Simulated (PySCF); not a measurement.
Isomers of C8H13P, from PySCF 2.14.0, PBE0-D3(BJ)/def2-SVP geometry optimisation, gas phase. One conformer each, no zero-point energy, no frequencies.

Task: Which is lowest in electronic energy at this level?
A. `[CH3:1][CH2:2][C:3]([CH3:4])=[C:5]=[P:6][CH:7]1[CH2:8][CH2:9]1` with C1–C2–C3–C4 -74°, C5–P6–C7–C8 -151°: A = 3171, B = 559.5, C = 528.9 MHz, dipole 1.70 D
B. `[CH3:1][CH2:2][c:3]1[cH:4][pH:5][c:6]([CH2:7][CH3:8])[cH:9]1` with C1–C2–C3–C4 -114°, P5–C6–C7–C8 56°: A = 2461, B = 814.5, C = 666.3 MHz, dipole 1.12 D
C. `[CH3:1][C:2]1=[CH:3][CH2:4][CH2:5][P:6]1[CH:7]1[CH2:8][CH2:9]1` with C5–P6–C7–C8 -100°, C2–C3–C4–C5 14°, C3–C4–C5–P6 -20°, C4–C5–P6–C7 -83°, P6–C7–C8–C9 -108°: A = 2047, B = 1141, C = 865.8 MHz, dipole 1.38 D
D. `[CH:1]#[C:2][CH2:3][P:4]([CH3:5])[CH:6]1[CH2:7][CH2:8][CH2:9]1` with C2–C3–P4–C5 -68°, C3–P4–C6–C7 -179°, P4–C6–C7–C8 138°, C6–C7–C8–C9 -18°, C7–C8–C9–C6 18°, P4–C6–C9–C8 -138°: A = 3302, B = 713.3, C = 623.1 MHz, dipole 1.64 D

Result: B. That is `CCc1c[pH]c(CC)c1`, 8.1 kcal/mol below the next.

```tsv
SMILES	mapped SMILES	E (Eh)	relative (kcal/mol)	relative (kJ/mol)	dipole (D)
CCc1c[pH]c(CC)c1	[CH3:1][CH2:2][c:3]1[cH:4][pH:5][c:6]([CH2:7][CH3:8])[cH:9]1	-653.18926	0.0	0.0	1.12
CC1=CCCP1C1CC1	[CH3:1][C:2]1=[CH:3][CH2:4][CH2:5][P:6]1[CH:7]1[CH2:8][CH2:9]1	-653.17637	8.1	33.8	1.38
CCC(C)=C=PC1CC1	[CH3:1][CH2:2][C:3]([CH3:4])=[C:5]=[P:6][CH:7]1[CH2:8][CH2:9]1	-653.12512	40.2	168.4	1.70
C#CCP(C)C1CCC1	[CH:1]#[C:2][CH2:3][P:4]([CH3:5])[CH:6]1[CH2:7][CH2:8][CH2:9]1	-653.11281	48.0	200.7	1.64
```

As drawn, the highest has a four-membered ring, which the lowest lacks.
